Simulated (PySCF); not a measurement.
**Run times: neon in aug-cc-pCVTZ-DK with one added diffuse shell each of s, p, d, f type**

Measured wall times of calculations with PySCF 2.14 in aug-cc-pCVTZ-DK with one added diffuse shell each of s, p, d, f type (8s7p5d3f, 75 functions), with scalar relativity by spin-free X2C-1e, run from one Python driver. Hardware: 1 thread of Neoverse-V1 on a shared host, 1.3 GiB allowed. The two-electron integrals over 75 functions were computed once and kept in memory (0.14 CPU seconds with the set-up); the times below exclude them. Kohn-Sham runs start from converged Hartree-Fock orbitals.

Launch command (the driver calls PySCF for each step listed in the task file):

```bash
OMP_NUM_THREADS=1 python atomrun2.py TASK.json OUT
```

```csv
species,step,iterations,wall time (s)
Ne⁺ [He] 2s1 2p5 3d1,UHF with spin-orbit constants,9,1.6
Ne⁺ [He] 2s1 2p5 3d1,LDA,18,2
Ne⁺ [He] 2s1 2p5 3d1,PBE,22,3.3
Ne⁺ [He] 2s1 2p5 3d1,PBE0,11,2.2
Ne⁺ [He] 2s1 2p5 3d1,r2SCAN,17,7.1
Ne⁺ [He] 2s1 2p5 3d1,r2SCANh,19,8.5
Ne⁺ [He] 2s1 2p5 3d1,wB97X-V,10,2.9
Ne⁺ [He] 2s1 2p5 3d1,HSE06,12,3.1
Ne⁺ [He] 2s1 2p5 3d1,MP2 (7 electrons),,0.21
Ne⁺ [He] 2s1 2p5 3d1,MP2 (9 electrons),,0.23
Ne⁺ [He] 2s1 2p5 3s1,UHF with spin-orbit constants,6,1.4
Ne⁺ [He] 2s1 2p5 3s1,LDA,5,0.65
Ne⁺ [He] 2s1 2p5 3s1,PBE,6,1
Ne⁺ [He] 2s1 2p5 3s1,PBE0,6,1.2
Ne⁺ [He] 2s1 2p5 3s1,r2SCAN,6,2.7
Ne⁺ [He] 2s1 2p5 3s1,r2SCANh,6,3
Ne⁺ [He] 2s1 2p5 3s1,TPSS,6,2.9
Ne⁺ [He] 2s1 2p5 3s1,wB97X-V,7,2.1
Ne⁺ [He] 2s1 2p5 3s1,HSE06,6,1.7
Ne⁺ [He] 2s1 2p5 3s1,MP2 (7 electrons),,0.21
Ne⁺ [He] 2s1 2p5 3s1,MP2 (9 electrons),,0.23
```

Q: Roughly how long does TPSS take for Ne⁺ [He] 2s1 2p5 3d1 here?

A: About 9.2 s.

Peak memory of the process: 0.31 GiB. Times on a shared host vary from run to run.
